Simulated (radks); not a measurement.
Q: The mean radii <r> (bohr) of the occupied orbitals of an atom or ion are listed with their occupations. Method: Dirac Kohn-Sham, PBEsol, spin-unpolarised, spherical densities, finite nucleus; Fermi nuclear charge, rms radius of each element as measured or else 0.836 A^(1/3) + 0.57 fm; computed with a radial shooting solver on a logarithmic mesh with Libxc functionals.

| orbital | occ. | <r> |
|---|---|---|
| 1s1/2 | 2 | 0.03041 |
| 2s1/2 | 2 | 0.1308 |
| 2p1/2 | 2 | 0.1108 |
| 2p3/2 | 4 | 0.1158 |
| 3s1/2 | 2 | 0.3396 |
| 3p1/2 | 2 | 0.3276 |
| 3p3/2 | 4 | 0.3367 |
| 3d3/2 | 4 | 0.3010 |
| 3d5/2 | 1 | 0.3038 |
| 4s1/2 | 1 | 0.6871 |

Name the element and its charge. Open shells, if any, fill j = l - 1/2 first.

A: Z = 48, cadmium, charge +24: Cd24+ in [Ar] 3d5 4s1. The 1s radius gives Z: for a bare nucleus <r> = (2 gamma + 1)/(2Z) with gamma = sqrt(1 - (Z/c)^2), 0.02993 bohr for Z = 48, and screening makes it slightly larger (0.03041 here). The occupations add up to 24, and the charge is Z minus that.
